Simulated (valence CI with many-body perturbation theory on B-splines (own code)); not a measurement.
**Hyperfine factors and g values of Pb XXXII**

Computed by relativistic CI+MBPT: five valence electrons over a frozen Dirac-Fock core [Kr] 4d10, radial functions for each j: 7 s, 7 p, 7 d, 7 f, 4 g, 2 h, with the one-electron correlation potential Σ1 (screened to all orders), the two-electron term Σ2, the three-electron term Σ3, Breit, model QED; selected single and double excitations, second order for the rest (own B-spline code, finite nucleus).

The last digits are not significant, and no measured levels were compared; by estimate large intervals hold to a few tenths of a per cent, small ones and those within an open d or f shell to about a per cent. Core correlation moves these levels by up to 6200 cm⁻¹, and in measured spectra 5 to 20 % of such shifts remained as error; rates that hang on mixing are uncertain with them. Among the levels kept, up to 760 cm⁻¹ of a level comes from second order outside the variational space, and about a tenth of that is noise between levels of different J, which matters for small intervals. Only levels of the ground parity were solved; by the run's estimate the other parity begins above the list, which can be wrong where configurations are misplaced.

A/g_I is the dipole constant over the nuclear g factor μ/I (μ in nuclear magnetons, uniformly magnetised nucleus), B/Q the quadrupole constant per barn. Both hold the static response of the core; the bare values leave it out. Large factors of s and p1/2 electrons are usually good to 5 to 10 %; those of open d and f shells near neutrality can be off by tens of per cent, and small factors of p3/2, d and f electrons come from cancelling terms and can be off by a factor of two or in sign, in half-filled shells by more. B is blank for J = 1/2, where it vanishes, and for nearly pure S terms. Energies count from the lowest level.

Levels are named by their leading jj configuration (3d3/2^4 stands for four electrons in 3d with j = 3/2), which in mixed levels can hold well under half, so a name can repeat and another be missing. Letters in brackets count levels of one name in rising energy.

```tsv
Level	E (cm⁻¹)	g	A/g_I (MHz)	A/g_I bare	B/Q (MHz/b)	B/Q bare
(4f5/2^5) J=5/2	0.0	0.549	7990	7150	-6310	-5710
(4f5/2^4 4f7/2) J=7/2	28982	0.896	5250	5120	-5330	-4820
(4f5/2^4 4f7/2) J=5/2	41390	1.004	5200	5390	-3250	-2910
(4f5/2^4 4f7/2) J=3/2 [a]	44800	0.907	6330	6370	-1450	-1280
(4f5/2^3 4f7/2^2) J=9/2 [a]	49340	1.053	4280	4500	-4710	-4280
(4f5/2^4 4f7/2) J=1/2	49469	-0.408	17600	15100		
(4f5/2^4 4f7/2) J=11/2 [a]	62323	1.117	4050	4430	-4020	-3680
(4f5/2^3 4f7/2^2) J=7/2 [a]	64370	1.253	2840	3490	-197	-213
(4f5/2^4 4f7/2) J=15/2	66065	1.041	4740	4980	96.2	-52.0
(4f5/2^4 4f7/2) J=13/2	69960	1.119	4160	4570	-3370	-3140
(4f5/2^4 4f7/2) J=9/2 [a]	80401	1.285	2710	3450	2740	2400
(4f5/2^3 4f7/2^2) J=5/2 [a]	86815	1.060	4460	4730	-2810	-2550
(4f5/2^4 4f7/2) J=11/2 [b]	93656	1.218	3240	3840	3940	3480
(4f5/2^3 4f7/2^2) J=15/2 [a]	94521	1.089	4150	4470	-1940	-1850
(4f5/2^3 4f7/2^2) J=9/2 [b]	96953	0.910	5030	4920	-2870	-2590
(4f5/2^3 4f7/2^2) J=3/2 [a]	97360	0.647	7490	6880	-32.9	-53.9
(4f5/2^3 4f7/2^2) J=13/2 [a]	99879	0.996	4670	4780	-1830	-1690
(4f5/2^3 4f7/2^2) J=5/2 [b]	100070	1.275	2980	3710	-3780	-3400
(4f5/2^3 4f7/2^2) J=11/2 [a]	100670	1.051	4250	4460	-680	-644
(4f5/2^3 4f7/2^2) J=7/2 [b]	110710	1.022	4730	4920	-2800	-2560
(4f5/2^3 4f7/2^2) J=1/2	110960	0.387	13600	13000		
(4f5/2^3 4f7/2^2) J=17/2 [a]	111330	1.011	4650	4800	4740	4200
(4f5/2^3 4f7/2^2) J=3/2 [b]	114940	1.900	-3160	-1290	1570	1380
(4f5/2^3 4f7/2^2) J=7/2 [c]	122360	0.897	5170	5040	1140	1070
(4f5/2^3 4f7/2^2) J=9/2 [c]	124670	1.047	4530	4770	-1070	-998
(4f5/2^3 4f7/2^2) J=15/2 [b]	124930	0.999	4780	4900	183	155
(4f5/2^3 4f7/2^2) J=19/2	126910	1.051	4440	4690	6190	5490
(4f5/2^4 4f7/2) J=9/2 [b]	127290	1.024	4350	4500	3530	3150
(4f5/2^3 4f7/2^2) J=11/2 [b]	130070	1.092	4160	4490	990	868
(4f5/2^3 4f7/2^2) J=21/2	132090	1.066	4430	4720	7920	7030
(4f5/2^3 4f7/2^2) J=5/2 [c]	132760	0.843	6590	6470	1320	1160
(4f5/2^3 4f7/2^2) J=13/2 [b]	133090	0.959	5090	5130	-2710	-2400
(4f5/2^3 4f7/2^2) J=17/2 [b]	135090	1.015	4830	5010	-259	-234
(4f5/2^3 4f7/2^2) J=13/2 [c]	138960	1.087	4330	4670	1350	1170
(4f5/2^3 4f7/2^2) J=5/2 [d]	139290	1.268	2660	3340	67.0	69.9
(4f5/2^3 4f7/2^2) J=7/2 [d]	139360	1.418	1330	2290	2320	2040
(4f5/2^2 4f7/2^3) J=15/2	140200	1.095	3910	4210	-198	-236
(4f5/2^4 4f7/2) J=3/2 [b]	143310	1.248	1020	1440	3070	2750
(4f5/2^2 4f7/2^3) J=11/2	146500	0.986	4390	4430	-927	-806
(4f5/2^3 4f7/2^2) J=9/2 [d]	146770	1.084	4110	4410	585	516
```

Q: Take the isotope of mass number 207, with I = 1/2, μ = 0.5906 μN. What is the hyperfine structure of (4f5/2^4 4f7/2) J=5/2?

A: From the table A = 6140 MHz. Shifts from the centre of gravity in MHz: F = 2: -10700, F = 3: 7680.
